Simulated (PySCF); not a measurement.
Simulation results for CH5BNSi, BH5NOSi

Computed with PySCF 2.14.0. Calculation on a computer-drawn molecule: optimised geometry and harmonic frequencies of an isolated molecule of the commonest isotopes, restricted reference for singlets and unrestricted otherwise, frozen core in MP2.

Common to all runs: charge 0; multiplicity 2; method HF; basis cc-pV(D+d)Z.

```json
{"entry": 1, "formula": "CH5BNSi", "start_structure": {"atoms_angstrom": [["C", -1.6588, 1.3741, 1.6606], ["B", -0.8055, 0.3273, 1.1423], ["N", -0.0007, -0.6548, 0.6874], ["Si", -0.3925, -2.3642, 0.4082], ["H", -1.7106, 1.5145, 2.709], ["H", -2.1196, 1.9778, 1.0351], ["H", 0.9536, -0.4356, 0.513], ["H", 0.7424, -3.1447, 0.825], ["H", -1.6166, -2.6769, 0.9603]]}, "given": {"drawn_bonds_atom": [1, 2, 3, 1, 1, 3, 4, 4], "drawn_bonds_other_atom": [2, 3, 4, 5, 6, 7, 8, 9], "drawn_bonds_order": [2, 1, 1, 1, 1, 1, 1, 1]}, "results": {"optimised_atom_element": ["C", "B", "N", "Si", "H", "H", "H", "H", "H"], "optimised_atom_x [angstrom]": [-1.621, -0.7697, 0.0577, -0.3886, -1.745, -2.196, 1.003, 0.7078, -1.657], "optimised_atom_y [angstrom]": [1.325, 0.3348, -0.6623, -2.325, 1.514, 1.954, -0.3887, -3.216, -2.618], "optimised_atom_z [angstrom]": [1.656, 1.182, 0.7106, 0.3457, 2.716, 0.9864, 0.5064, 0.7957, 1.042], "modes_frequency [cm^-1]": [87.02, 155.6, 273.1, 378.3, 474.4, 650.1, 697.7, 781.8, 826.2, 842.8, 858.5, 979.6, 1025, 1350, 1465, 1840, 2286, 2333, 3303, 3384, 3772], "modes_reduced_mass [dalton]": [1.179, 4.115, 1.216, 1.936, 4.827, 1.38, 1.447, 1.286, 1.878, 1.238, 1.832, 1.061, 2.936, 1.282, 1.205, 8.611, 1.035, 1.049, 1.061, 1.11, 1.075], "rotational_constants [GHz]": [26.75, 2.669, 2.49], "total_energy [hartree]": -408.8250, "spin_squared": 0.7534, "convergence_status_largest_gradient_component [hartree/bohr]": 3.118e-05}}
{"entry": 2, "formula": "BH5NOSi", "start_structure": {"atoms_angstrom": [["N", -1.3252, -2.2953, 0.2342], ["B", -0.3885, -1.2883, -0.2033], ["Si", -0.2231, 0.3277, 0.7428], ["O", 0.6989, 1.5124, 0.2209], ["H", -1.9285, -2.2242, 0.9824], ["H", -1.451, -3.184, -0.2648], ["H", 0.31, -1.6008, -1.1128], ["H", -0.8597, 0.7946, 2.0543], ["H", 1.2689, 2.0157, 0.7245]]}, "given": {"drawn_bonds_atom": [1, 2, 3, 1, 1, 2, 3, 4], "drawn_bonds_other_atom": [2, 3, 4, 5, 6, 7, 8, 9], "drawn_bonds_order": [1, 1, 1, 1, 1, 1, 1, 1]}, "results": {"optimised_atom_element": ["N", "B", "Si", "O", "H", "H", "H", "H", "H"], "optimised_atom_x [angstrom]": [-1.308, -0.4583, -0.4519, 1.015, -1.911, -1.362, 0.2289, -0.8097, 1.157], "optimised_atom_y [angstrom]": [-2.299, -1.302, 0.553, 1.3, -2.195, -3.203, -1.547, 0.605, 2.147], "optimised_atom_z [angstrom]": [0.2415, -0.2271, 0.5853, 0.34, 1.031, -0.1808, -1.183, 2.035, 0.7354], "modes_frequency [cm^-1]": [81.23, 161.6, 219.7, 297.8, 475.0, 593.8, 615.0, 679.8, 809.9, 861.9, 937.3, 949.0, 975.0, 1211, 1390, 1760, 2223, 2687, 3805, 3905, 4176], "modes_reduced_mass [dalton]": [2.833, 3.457, 1.078, 3.336, 1.344, 1.367, 2.338, 1.425, 1.051, 4.521, 1.376, 1.136, 1.212, 1.528, 3.594, 1.204, 1.042, 1.095, 1.051, 1.099, 1.067], "rotational_constants [GHz]": [21.19, 2.696, 2.45], "total_energy [hartree]": -445.8886, "spin_squared": 0.761, "convergence_status_largest_gradient_component [hartree/bohr]": 2.373e-05}}
```
